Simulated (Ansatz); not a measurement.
Total energies of CH10Si3 (`C[SiH2][SiH2][SiH3]`).

```json
{"atom": "C1", "x (Å)": "-0.001", "y (Å)": "-1.181", "z (Å)": "-2.436"}
{"atom": "Si2", "x (Å)": "-0.455", "y (Å)": "-0.946", "z (Å)": "-0.631"}
{"atom": "Si3", "x (Å)": "0.559", "y (Å)": "0.942", "z (Å)": "0.311"}
{"atom": "Si4", "x (Å)": "-0.044", "y (Å)": "1.173", "z (Å)": "2.558"}
{"atom": "H5", "x (Å)": "-0.311", "y (Å)": "-0.317", "z (Å)": "-3.028"}
{"atom": "H6", "x (Å)": "-0.490", "y (Å)": "-2.068", "z (Å)": "-2.844"}
{"atom": "H7", "x (Å)": "1.078", "y (Å)": "-1.301", "z (Å)": "-2.551"}
{"atom": "H8", "x (Å)": "-0.044", "y (Å)": "-2.139", "z (Å)": "0.163"}
{"atom": "H9", "x (Å)": "-1.931", "y (Å)": "-0.802", "z (Å)": "-0.485"}
{"atom": "H10", "x (Å)": "2.043", "y (Å)": "0.828", "z (Å)": "0.210"}
{"atom": "H11", "x (Å)": "0.149", "y (Å)": "2.166", "z (Å)": "-0.436"}
{"atom": "H12", "x (Å)": "0.590", "y (Å)": "2.369", "z (Å)": "3.174"}
{"atom": "H13", "x (Å)": "-1.522", "y (Å)": "1.309", "z (Å)": "2.674"}
{"atom": "H14", "x (Å)": "0.378", "y (Å)": "-0.033", "z (Å)": "3.322"}
```

Total charge 0; spin multiplicity 1. The structure was optimised at the PBE0-D4/def2-TZVP level. It is one conformer, not always the lowest. Basis def2-TZVPP, the Gaussian-basis code of Ansatz.

RPA on PBE orbitals: Hartree–Fock energy of these orbitals -910.47487 Eh, correlation -1.09629 Eh (frozen core).

```csv
functional,energy without D4 (Eh),D4 term (kJ/mol)
PBE,-912.11353,-30.4
BLYP,-912.58484,-64.6
r2SCAN,-912.53039,-7.7
PBE0,-912.21759,-26.1
B3LYP,-912.71550,-48.9
r2SCAN0,-912.51842,-9.2
HSE06 (plane-wave form),-912.19398,-24.6
ωB97X-V,-912.49412,–
ωB97M-V,-912.52109,–
B2PLYP,-912.22515,–
```

Task: Give the same for LDA (SPW92), revPBE, B97M-V, r2SCANh, BHLYP, CAM-B3LYP, LC-ωPBE, PBE-QIDH. (Estimate.)

Result: The calculation gave: 
```csv
functional,energy without D4 (Eh),D4 term (kJ/mol)
LDA (SPW92),-908.69994,–
revPBE,-912.44549,-81.8
B97M-V,-912.42315,–
r2SCANh,-912.52518,-8.3
BHLYP,-912.61125,-40.6
CAM-B3LYP,-912.62638,-27.0
LC-ωPBE,-912.34865,–
PBE-QIDH,-911.95587,–
```

B3LYP takes the VWN-RPA correlation (the form of Gaussian; ORCA's B3LYP/G). HSE06 is the plane-wave form, built on full-range PBE exchange. The double hybrids freeze the cores in their second-order part.

LC-ωPBE has ω = 0.4 bohr⁻¹.
